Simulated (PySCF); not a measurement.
## How the method changes the constants of AlSb⁺

State: ⁴Σ⁻ (quartet), unpaired electrons σ ↑, π ↑↑. Set-up: Al def2-TZVPPD, Sb def2-TZVPPD with ECP28; scalar-relativistic core potentials (PySCF 2.14). De refers to Al⁺ + Sb in their high-spin ground configurations, without counterpoise correction. The functionals are run spin-unrestricted. A positive dipole points towards Sb; it is taken about the centre of mass and depends on that origin.

| Level | Re (Å) | ωe (cm⁻¹) | De (eV) | μ (D) | CPU s a point (SCF and correlation, without the integrals) |
| --- | --- | --- | --- | --- | --- |
| UHF | 3.120 | 111 | 0.376 | -7.42 | 2.4 |
| UHF-MP2 | 2.885 | 148 | 0.63 | n/a | 4.1 |
| UHF-SCS-MP2 | 2.927 | 139 | 0.56 | n/a | n/a |
| UHF-CCSD | 2.925 | 145 | 0.60 | n/a | n/a |
| UHF-CCSD(T) | 2.879 | 157 | 0.67 | n/a | 140 |
| PBE | 2.795 | 193 | 1.09 | -5.39 | 2 |
| PBEsol | 2.757 | 206 | 1.19 | -5.33 | 1.2 |
| PW91 | 2.791 | 193 | 1.11 | -5.41 | 1.3 |
| r²SCAN | 2.760 | 204 | 1.07 | -5.58 | 3 |
| PBE0 | 2.798 | 186 | 0.97 | -5.64 | 4.4 |
| B97-3 | 2.835 | 176 | 0.89 | -5.79 | 2.7 |
| M06 | 2.763 | 205 | 1.07 | -5.39 | 4.3 |
| HSE06 | 2.793 | 188 | 0.99 | -5.61 | 4 |
| B2PLYP | 2.848 | 165 | 0.76 | -6.02 | 4 |

The bond length runs from 2.757 Å (PBEsol) to 3.120 Å (UHF). De spans 0.38 eV (UHF, mean field) to 1.19 eV (PBEsol, GGA). Correlation at CCSD(T) changes the Hartree–Fock bond energy by +0.29 eV; the triples alone change it by +0.07 eV.

Correlated steps freeze 9 core orbitals. These are scalar-relativistic numbers at best; spin–orbit coupling would shift them, the dissociation energy most. For an ion De counts to the pair picked by the measured ionisation energies or electron affinities, which need not be the lowest pair at this level. B2PLYP dipoles, levels and charges come from its SCF part alone. The state is the lowest determinant that a PBE0 search found; another state may lie lower at other levels.

The whole job (state search and all levels along the bond) took about 15 min on 2 threads of Arm Neoverse V1 (shared host), peak memory 4.7 GiB.
